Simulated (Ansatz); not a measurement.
```xyz
7

C     0.0000    0.0290   -0.6397
N     0.0000    0.0648    0.6909
H     0.0000   -0.8994   -1.0671
H    -0.8114    0.5206   -0.9966
H     0.8114    0.5206   -0.9966
H    -0.7477   -0.3847    1.0310
H     0.7477   -0.3847    1.0310
```

Basis set: def2-TZVP (spherical functions). Left uncorrelated: 2 orbitals. Charge 0, multiplicity 1.

Computed with Ansatz (development build ahead of 0.2.0); each method stands on the lowest determinant of its kind that the runs found. Restricted open shells among the atoms or ions are ROHF, correlated in semicanonical orbitals with singles.

(1) Give the atomization energy at this shape (free ground-state atoms in the same class of orbitals less the molecule, no zero-point energy) of singlet CH5N by RHF-MP2, RHF.

## Answers

(1)

| method | atomization energy |
| --- | --- |
| RHF-MP2 | 23.16 eV |
| RHF | 17.32 eV |

Caution: no unrestricted run beside it, a lower state can exist; the shape is not the minimum.
